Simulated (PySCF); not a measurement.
CH4BNP2.
Structure used (PBE0-D3(BJ)/def2-SVP), in Å, numbered top down from 1:
```
atom  x, y, z in Å
N1     0.3983    2.8466    0.2463
C2     0.2187    1.7178    0.0371
B3    -0.0039    0.2170   -0.1935
P4     1.4003   -0.7604   -0.9961
P5    -1.7719   -0.4347   -0.0581
H6     1.2760   -2.0135   -0.3377
H7     2.5101   -0.2442   -0.2766
H8    -1.5510   -1.7201    0.5054
H9    -2.2023    0.2462    1.1116
```

The calculation used PySCF, PBE0-D3(BJ)/def2-SVP geometry optimisation, gas phase.

Masses are those of the commonest isotopes; rigid-rotor values at the optimised geometry. The values belong to one conformer with, in the numbering `[N:1]#[C:2][B:3]([PH2:4])[PH2:5]`, C2–B3–P4–H 145° and 44°, C2–B3–P5–H -145° and -44°.

(1) What are A, B and C (cm⁻¹)?

(2) Classify the top.

(3) What does the inertial defect say?

(4) Where do the levels up to J = 4 lie, in cm⁻¹?

(5) Which lines would a microwave search look for?

(6) Estimate the classical rotational partition function at 100 K, 298.15 K and 500 K.

Answers

(1) Ia = 188.90, Ib = 190.74, Ic = 373.81 u·Å²; 505379 MHz·u·Å²/I gives 2675, 2650 and 1352 MHz, that is A = 0.08924, B = 0.08838, C = 0.04510 cm⁻¹.

(2) A near-oblate asymmetric top. Ray's parameter κ = (2B − A − C)/(A − C) = 0.961; −1 is the prolate and +1 the oblate limit.

(3) Not planar: Δ = Ic − Ia − Ib = -5.83 u·Å². For a rigid frame Δ = −2 Σ m c², so Σ m c² = 2.92 u·Å² lies off the ab plane: 2.52 from hydrogen and 0.39 from heavier atoms. The atom farthest from that plane is 0.82 Å away.

(4) Above 0(0,0):
J = 1: 1(0,1) 0.1335, 1(1,1) 0.1343, 1(1,0) 0.1776
J = 2: 2(0,2) 0.3580, 2(1,2) 0.3580, 2(1,1) 0.4879, 2(2,1) 0.4904, 2(2,0) 0.5329
J = 3: 3(0,3) 0.6723, 3(1,3) 0.6723, 3(1,2) 0.8908, 3(2,2) 0.8909, 3(2,1) 1.0194, 3(3,1) 1.0246, 3(3,0) 1.0658
J = 4: 4(0,4) 1.0768, 4(1,4) 1.0768, 4(1,3) 1.3828, 4(2,3) 1.3828, 4(2,2) 1.6012, 4(3,2) 1.6014, 4(3,1) 1.7282, 4(4,1) 1.7368, 4(4,0) 1.7764

(5) The dipole components are |μa| = 0.09 D, |μb| = 3.24 D, |μc| = 1.62 D. Intensities carry the squares of the components, which stand as 0.00 : 1.00 : 0.25 (a : b : c). Some of the stronger lines:

```csv
type,branch,"J(Ka,Kc)",MHz,lower level (cm⁻¹)
b,Q,"4(4,0) ← 4(3,1)",1444,1.728
b,Q,"3(2,1) ← 3(1,2)",3856,0.891
b,Q,"4(4,1) ← 4(3,2)",4061,1.601
b,Q,"5(5,1) ← 5(4,2)",4126,2.490
b,Q,"4(2,2) ← 4(1,3)",6548,1.383
b,Q,"3(1,2) ← 3(0,3)",6551,0.672
b,Q,"3(2,2) ← 3(1,3)",6553,0.672
b,R,"2(2,1) ← 1(1,0)",9378,0.178
b,R,"3(0,3) ← 2(1,2)",9422,0.358
c,R,"2(1,1) ← 1(0,1)",10624,0.133
b,Q,"5(1,4) ← 5(0,5)",11794,1.571
b,R,"3(2,2) ← 2(1,1)",12082,0.488
b,R,"4(0,4) ← 3(1,3)",12126,0.672
b,R,"4(1,4) ← 3(0,3)",12126,0.672
b,R,"3(3,1) ← 2(2,0)",14741,0.533
b,R,"4(1,3) ← 3(2,2)",14746,0.891
b,R,"4(2,3) ← 3(1,2)",14748,0.891
b,R,"4(3,2) ← 3(2,1)",17446,1.019
b,R,"5(2,4) ← 4(1,3)",17451,1.383
b,R,"4(4,1) ← 3(3,0)",20117,1.066
b,R,"4(4,0) ← 3(3,1)",22539,1.025
b,R,"5(3,2) ← 4(4,1)",22552,1.737
c,R,"5(4,1) ← 4(3,1)",26562,1.728
c,R,"5(2,3) ← 4(1,3)",26623,1.383
c,R,"5(2,4) ← 4(1,4)",26624,1.077
b,R,"5(5,0) ← 4(4,1)",27819,1.737
b,R,"4(2,2) ← 3(1,3)",27847,0.672
b,R,"5(2,3) ← 4(1,4)",35796,1.077
```

(6) Point group Cs, symmetry number σ = 1; q = (√π/σ)·√((kT/h)³/(ABC)), k/h = 20836.6 MHz/K: 54500 at 100 K, 280000 at 298.15 K, 609000 at 500 K.

Whether it is a minimum is left open (no frequencies). These are rigid-rotor constants of the computed structure; measured ground-state constants (B0) also hold zero-point vibration. Quadrupole hyperfine structure (11B, 14N) is left out.
